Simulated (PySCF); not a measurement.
## Electric field gradients and quadrupole coupling constants

Compound: C2H12N2SSi2.
SMILES with atom numbers: `[CH3:1][CH2:2][Si@@H:3]([NH2:4])[S:5][SiH2:6][NH2:7]` (hydrogens: H8, H9, H10 on C1; H11, H12 on C2; H13 on Si3; H14, H15 on N4; H16, H17 on Si6; H18, H19 on N7)

Geometry (GFN2-xTB, Å), atoms numbered from 1 in this order:
```xyz
19
C2H12N2SSi2 angstrom
C     -3.2146   -0.9085   -0.3919
C     -1.8684   -1.2685    0.2197
Si    -0.4790   -0.1394   -0.3889
N     -0.8440    1.4809    0.0525
S      1.3256   -0.6680    0.6490
Si     2.7776    0.5504   -0.3427
N      4.0768    0.5719    0.7694
H     -3.5062    0.1002   -0.1089
H     -3.1693   -0.9562   -1.4780
H     -3.9911   -1.5924   -0.0528
H     -1.6307   -2.3038   -0.0247
H     -1.9403   -1.2170    1.3064
H     -0.2214   -0.3473   -1.8221
H     -1.6985    1.9092   -0.2608
H     -0.1080    2.1632    0.1298
H      3.0302   -0.0338   -1.6610
H      2.3017    1.9229   -0.4978
H      4.1782   -0.1980    1.4103
H      4.9714    0.9434    0.5003
```

Field gradients from the PBE0/pcSseg-1 density (PySCF, non-relativistic), principal values in atomic units, ordered |Vxx| ≤ |Vyy| ≤ |Vzz|:

```json
{"atom": "N4", "Vxx": "0.3351", "Vyy": "0.6246", "Vzz": "-0.9597"}
{"atom": "S5", "Vxx": "0.3668", "Vyy": "1.2723", "Vzz": "-1.6391"}
{"atom": "N7", "Vxx": "0.3594", "Vyy": "0.6217", "Vzz": "-0.9811"}
```

Question: Find the asymmetry η = (Vxx − Vyy)/Vzz and the couplings χ = eQV/h (234.96 MHz × Q in barn × V in au), with Q(14N) = 0.02044 b, Q(33S) = −0.0678 b.

Answer: 
```json
{"atom": "N4", "environment": "silicon-bound nitrogen", "nucleus": "14N", "η": "0.30", "χzz (MHz)": "-4.609", "χxx (MHz)": "1.610", "χyy (MHz)": "3.000"}
{"atom": "S5", "environment": "sulfur bonded to 2 Si", "nucleus": "33S", "η": "0.55", "χzz (MHz)": "26.11", "χxx (MHz)": "-5.84", "χyy (MHz)": "-20.27"}
{"atom": "N7", "environment": "silicon-bound nitrogen", "nucleus": "14N", "η": "0.27", "χzz (MHz)": "-4.712", "χxx (MHz)": "1.726", "χyy (MHz)": "2.986"}
```

Question: What is Vzz at N7 in SI units (1 au = 9.71736 × 10²¹ V/m²)?

Answer: -0.9811 au = -9.534 × 10²¹ V/m².

Question: And the gradient at the other heavy atoms, for which no coupling is worked out here?

Answer: 
```
atom                  environment  Vzz (au)     η
  C1                methyl carbon     0.067  0.07
  C2  sp3 carbon bound to silicon     0.075  0.68
 Si3                  SiH silicon     0.536  0.49
 Si6                 SiH2 silicon     0.515  0.44
```

Question: What couplings would deuterons (Q(2H) = 0.00286 b) have in place of the hydrogens, at this geometry?

Answer: 
```csv
atom,bonded to,bond length (Å),Vzz (au),η,χzz (kHz)
H8,C1,1.087,0.3158,0.02,212
H9,C1,1.088,0.3132,0.02,210
H10,C1,1.089,0.3136,0.02,211
H11,C2,1.090,0.3133,0.02,211
H12,C2,1.090,0.3121,0.03,210
H13,Si3,1.471,0.1550,0.03,104
H14,N4,1.006,0.4345,0.17,292
H15,N4,1.007,0.4288,0.17,288
H16,Si6,1.464,0.1588,0.02,107
H17,Si6,1.461,0.1624,0.06,109
H18,N7,1.007,0.4276,0.18,287
H19,N7,1.005,0.4352,0.17,292
```

The structure is a single GFN2-xTB conformer in the gas phase; no vibrational or solvent corrections. GFN2-xTB bond lengths can be off by several hundredths of an ångström, more for odd bonds, and the gradients follow them. With so small a basis the couplings can be 20 % off.
